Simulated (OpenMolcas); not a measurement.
Ionisation energies of chromium

```yaml
Program: OpenMolcas
Basis: ANO-RCC-VDZP [5s4p2d1f]
Scalar_Hamiltonian: DKH2, point nucleus
Spin-orbit_coupling: state interaction with AMFI integrals over the reference wave functions, term energies averaged over their components
```

Active shells in each charge state: the valence d shell, with orbitals averaged over the low states. Where CASPT2's correlated closed shells are named, they are those of the first ion.

A. CASSCF
B. SS-CASPT2, IPEA 0.25 Eh, imaginary shift 0.1 Eh (closed shells correlated: 3s 3p)
C. SS-CASPT2, IPEA 0.25 Eh, imaginary shift 0.1 Eh (closed shells correlated: none)
D. SS-CASPT2, IPEA 0.25 Eh, imaginary shift 0.1 Eh (closed shells correlated: 2s 2p 3s 3p)
E. SS-CASPT2, IPEA 0 Eh, imaginary shift 0.1 Eh (closed shells correlated: 3s 3p)

Energies in eV between the lowest computed levels, named as in B; reference values from the NIST Atomic Spectra Database with their kind.

```json
{"From": "Cr2+ 3d4 5D0", "To": "Cr3+ 3d3 4F 3/2", "A": "29.799", "B": "30.989", "C": "30.521", "D": "30.998", "E": "31.076", "Spin-orbit share in B": "-0.027", "Reference": "30.959 (measured)"}
{"From": "Cr3+ 3d3 4F 3/2", "To": "Cr4+ 3d2 3F2", "A": "47.909", "B": "48.650", "C": "48.247", "D": "48.654", "E": "48.720", "Spin-orbit share in B": "-0.009", "Reference": "49.160 (semi-empirical)"}
{"From": "Cr4+ 3d2 3F2", "To": "Cr5+ 3d 2D 3/2", "A": "68.664", "B": "69.063", "C": "68.749", "D": "69.057", "E": "69.122", "Spin-orbit share in B": "+0.016", "Reference": "69.460 (semi-empirical)"}
{"From": "Cr5+ 3d 2D 3/2", "To": "Cr6+ 3p6 1S0", "A": "89.794", "B": "90.113", "C": "89.794", "D": "90.087", "E": "90.164", "Spin-orbit share in B": "+0.068", "Reference": "90.635 (measured)"}
```

Error against the reference values, in %:

| From | Reference | A | B | C | D | E |
| --- | --- | --- | --- | --- | --- | --- |
| Cr2+ | measured | -3.7 | +0.1 | -1.4 | +0.1 | +0.4 |
| Cr3+ | semi-empirical | -2.5 | -1.0 | -1.9 | -1.0 | -0.9 |
| Cr4+ | semi-empirical | -1.1 | -0.6 | -1.0 | -0.6 | -0.5 |
| Cr5+ | measured | -0.9 | -0.6 | -0.9 | -0.6 | -0.5 |

Mean absolute error over the 2 measured values: A 1.00 eV, B 0.28 eV, C 0.64 eV, D 0.29 eV, E 0.29 eV.

The lowest level within the active space need not be the ion's true ground level.
